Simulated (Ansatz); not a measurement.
Ansatz (a first-principles code) job for CH2NO, SMILES N=C=[OH+], charge +1, PBE0-D3(BJ)/def2-TZVP. 

Ansatz 0.2 input:
```yaml
crystal:
  periodic: [false, false, false]
  atoms:
    - {symbol: N, position_ang: [0.02521192, 1.20504911, 0.00000000]}
    - {symbol: C, position_ang: [0.01639295, 0.05357795, -0.00000000]}
    - {symbol: O, position_ang: [-0.10600014, -1.14436906, 0.00000000]}
    - {symbol: H, position_ang: [-0.03792020, 2.20595148, 0.00000000]}
    - {symbol: H, position_ang: [0.61108018, -1.80781045, 0.00000000]}
basis:
  gaussian:
    orbitals: def2-TZVP
hamiltonian:
  xc: pbe0
  dispersion: d3bj
total_charge: 1
relax: {f_tol: 0.002, max_steps: 200}
```

It prints:

```
WARN ansatz: RAYON_NUM_THREADS=1 ignored (pool sized by the plan → 1); use --threads N
Functional definition: PBE0
integrals: 0.02 GiB planned
574 factors; their error is unknown
mean field: 0.25 GiB planned
mean field evaluation 1: about -4584.2671 eV, gradient 7.9e1 eV
mean field evaluation 2: about -4581.0992 eV, gradient 8.7e1 eV
mean field evaluation 4: about -4593.8296 eV, gradient 5.9e0 eV
mean field evaluation 8: about -4593.8914 eV, gradient 1.9e-1 eV
mean field evaluation 16: about -4593.9079 eV, gradient 3.6e-5 eV
mean field -4593.90785482 eV, -168.8229998020 hartree, gradient 3.6e-5 eV, S^2 0.000000; 0 other end points of the search recorded, 0 dependent functions left out
the calculation of the forces begins
reference -4593.90787112 eV, -168.8230004010 hartree; 11, 11 occupied and 94, 94 virtual orbitals, 574 factors
relax step   1: F+E_penalty+E_count = -4593.95039036 eV  Δ(F+E_penalty+E_count) = +0.000e0 eV  max|allowed force component| = 3.064e0 eV/Å  Δτ_max = 0.0000 Å  (27 SCF iters, accepted)
these checks for a lower state are left out or cut short: starts, cluster_reference, orbital_swaps, neighbouring_geometries, increment
integrals: 0.02 GiB planned
574 factors; their error is unknown
mean field: 0.25 GiB planned
mean field -4593.94443789 eV, -168.8243442050 hartree, gradient 6.2e-6 eV, S^2 0.000000; 0 other end points of the search recorded, 0 dependent functions left out
the calculation of the forces begins
reference -4593.94445426 eV, -168.8243448067 hartree; 11, 11 occupied and 94, 94 virtual orbitals, 574 factors
relax step   2: F+E_penalty+E_count = -4593.98698671 eV  Δ(F+E_penalty+E_count) = -3.660e-2 eV  max|allowed force component| = 7.896e-1 eV/Å  Δτ_max = 0.0122 Å  (32 SCF iters, accepted)
these checks for a lower state are left out or cut short: starts, cluster_reference, orbital_swaps, neighbouring_geometries, increment
integrals: 0.02 GiB planned
574 factors; their error is unknown
mean field: 0.25 GiB planned
mean field evaluation 32: about -4593.9639 eV, gradient 6.5e-6 eV
mean field -4593.96391316 eV, -168.8250599081 hartree, gradient 6.5e-6 eV, S^2 0.000000; 0 other end points of the search recorded, 0 dependent functions left out
the calculation of the forces begins
reference -4593.96392953 eV, -168.8250605096 hartree; 11, 11 occupied and 94, 94 virtual orbitals, 574 factors
relax step   3: F+E_penalty+E_count = -4594.00649070 eV  Δ(F+E_penalty+E_count) = -1.950e-2 eV  max|allowed force component| = 5.688e-1 eV/Å  Δτ_max = 0.0261 Å  (32 SCF iters, accepted)
these checks for a lower state are left out or cut short: starts, cluster_reference, orbital_swaps, neighbouring_geometries, increment
integrals: 0.02 GiB planned
574 factors; their error is unknown
mean field: 0.25 GiB planned
mean field -4593.97762539 eV, -168.8255638234 hartree, gradient 7.1e-6 eV, S^2 0.000000; 0 other end points of the search recorded, 0 dependent functions left out
the calculation of the forces begins
reference -4593.97764159 eV, -168.8255644186 hartree; 11, 11 occupied and 94, 94 virtual orbitals, 574 factors
relax step   4: F+E_penalty+E_count = -4594.02030675 eV  Δ(F+E_penalty+E_count) = -1.382e-2 eV  max|allowed force component| = 6.151e-1 eV/Å  Δτ_max = 0.0521 Å  (31 SCF iters, accepted)
these checks for a lower state are left out or cut short: starts, cluster_reference, orbital_swaps, neighbouring_geometries, increment
integrals: 0.02 GiB planned
574 factors; their error is unknown
mean field: 0.25 GiB planned
mean field -4593.97915231 eV, -168.8256199366 hartree, gradient 7.0e-6 eV, S^2 0.000000; 0 other end points of the search recorded, 0 dependent functions left out
the calculation of the forces begins
reference -4593.97916847 eV, -168.8256205305 hartree; 11, 11 occupied and 94, 94 virtual orbitals, 574 factors
relax step   5: F+E_penalty+E_count = -4594.02184138 eV  Δ(F+E_penalty+E_count) = -1.535e-3 eV  max|allowed force component| = 9.658e-2 eV/Å  Δτ_max = 0.0054 Å  (34 SCF iters, accepted)
these checks for a lower state are left out or cut short: starts, cluster_reference, orbital_swaps, neighbouring_geometries, increment
integrals: 0.02 GiB planned
574 factors; their error is unknown
mean field: 0.25 GiB planned
mean field -4593.97972829 eV, -168.8256411033 hartree, gradient 7.0e-6 eV, S^2 0.000000; 0 other end points of the search recorded, 0 dependent functions left out
the calculation of the forces begins
reference -4593.97974444 eV, -168.8256416968 hartree; 11, 11 occupied and 94, 94 virtual orbitals, 574 factors
relax step   6: F+E_penalty+E_count = -4594.02242466 eV  Δ(F+E_penalty+E_count) = -5.833e-4 eV  max|allowed force component| = 4.454e-2 eV/Å  Δτ_max = 0.0080 Å  (33 SCF iters, accepted)
these checks for a lower state are left out or cut short: starts, cluster_reference, orbital_swaps, neighbouring_geometries, increment
integrals: 0.02 GiB planned
574 factors; their error is unknown
mean field: 0.25 GiB planned
mean field evaluation 64: about -4593.9799 eV, gradient 7.0e-6 eV
mean field -4593.97994923 eV, -168.8256492229 hartree, gradient 7.0e-6 eV, S^2 0.000000; 0 other end points of the search recorded, 0 dependent functions left out
the calculation of the forces begins
reference -4593.97996539 eV, -168.8256498164 hartree; 11, 11 occupied and 94, 94 virtual orbitals, 574 factors
relax step   7: F+E_penalty+E_count = -4594.02264173 eV  Δ(F+E_penalty+E_count) = -2.171e-4 eV  max|allowed force component| = 2.933e-2 eV/Å  Δτ_max = 0.0043 Å  (32 SCF iters, accepted)
these checks for a lower state are left out or cut short: starts, cluster_reference, orbital_swaps, neighbouring_geometries, increment
integrals: 0.02 GiB planned
574 factors; their error is unknown
mean field: 0.25 GiB planned
mean field -4593.98000810 eV, -168.8256513864 hartree, gradient 7.0e-6 eV, S^2 0.000000; 0 other end points of the search recorded, 0 dependent functions left out
the calculation of the forces begins
reference -4593.98002425 eV, -168.8256519799 hartree; 11, 11 occupied and 94, 94 virtual orbitals, 574 factors
relax step   8: F+E_penalty+E_count = -4594.02270064 eV  Δ(F+E_penalty+E_count) = -5.890e-5 eV  max|allowed force component| = 2.584e-3 eV/Å  Δτ_max = 0.0042 Å  (32 SCF iters, accepted)
these checks for a lower state are left out or cut short: starts, cluster_reference, orbital_swaps, neighbouring_geometries, increment
integrals: 0.02 GiB planned
574 factors; their error is unknown
mean field: 0.25 GiB planned
mean field -4593.98000854 eV, -168.8256514022 hartree, gradient 7.0e-6 eV, S^2 0.000000; 0 other end points of the search recorded, 0 dependent functions left out
the calculation of the forces begins
reference -4593.98002469 eV, -168.8256519957 hartree; 11, 11 occupied and 94, 94 virtual orbitals, 574 factors
relax step   9: F+E_penalty+E_count = -4594.02270070 eV  Δ(F+E_penalty+E_count) = -6.805e-8 eV  max|allowed force component| = 3.379e-3 eV/Å  Δτ_max = 0.0001 Å  (33 SCF iters, accepted)
these checks for a lower state are left out or cut short: starts, cluster_reference, orbital_swaps, neighbouring_geometries, increment
integrals: 0.02 GiB planned
574 factors; their error is unknown
mean field: 0.25 GiB planned
mean field -4593.98000841 eV, -168.8256513974 hartree, gradient 7.0e-6 eV, S^2 0.000000; 0 other end points of the search recorded, 0 dependent functions left out
the calculation of the forces begins
reference -4593.98002456 eV, -168.8256519909 hartree; 11, 11 occupied and 94, 94 virtual orbitals, 574 factors
relax step  10: F+E_penalty+E_count = -4594.02270076 eV  Δ(F+E_penalty+E_count) = -5.560e-8 eV  max|allowed force component| = 1.335e-5 eV/Å  Δτ_max = 0.0000 Å  (34 SCF iters, accepted)
integrals: 0.02 GiB planned
574 factors; their error is unknown
mean field: 0.25 GiB planned
mean field evaluation 96: about -4593.9800 eV, gradient 7.0e-6 eV
mean field -4593.98000841 eV, -168.8256513974 hartree, gradient 7.0e-6 eV, S^2 0.000000; 1 other end points of the search recorded, 0 dependent functions left out
the calculation of the forces begins
reference -4593.98002456 eV, -168.8256519909 hartree; 11, 11 occupied and 94, 94 virtual orbitals, 574 factors
Total energy: -4594.02271691 eV, -168.8272209060 hartree
Atom 0 at    -0.002926     1.183858    -0.000000 Å, force     0.000000     0.000003    -0.000000 eV/Å
Atom 1 at    -0.018363     0.044733    -0.000000 Å, force    -0.000000    -0.000009    -0.000000 eV/Å
Atom 2 at    -0.153538    -1.183699     0.000000 Å, force    -0.000008     0.000013     0.000000 eV/Å
Atom 3 at     0.020928     2.191886     0.000000 Å, force    -0.000000    -0.000005     0.000000 eV/Å
Atom 4 at     0.662664    -1.724379     0.000000 Å, force     0.000008    -0.000002    -0.000000 eV/Å
Dipole moment:     0.355600     0.183081     0.000000 e Å
```

The run converged.

Cost: very roughly 18 core-seconds.
